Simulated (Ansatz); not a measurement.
A structure relaxed at PBE-D4/def2-SVPD in Ansatz, charge -1, singlet:

```xyz
5

Cs    0.766    3.178   -1.085
Cs   -0.295   -1.233    0.424
Br   -1.945    2.050    0.475
Br    2.531    0.367   -1.288
Br   -1.055   -4.362    1.474
```

(1) Give its formula and point group.

(2) Summarise the bond lengths by kind (pairs closer than 1.2 times the sum of covalent radii, bridged metal pairs left out).

## Answers

(1) the cluster Cs₂Br₃⁻. Point group C2v (tolerance 0.1 Å).

(2) 5 × Br–Cs 3.33 to 3.67 Å.

In the def2 sets Cs takes a core potential; there is no spin–orbit coupling. Another isomer (singlet) lies 0.19 eV lower at PBE0-D4/def2-TZVPD; other spin states weren't run for this one.
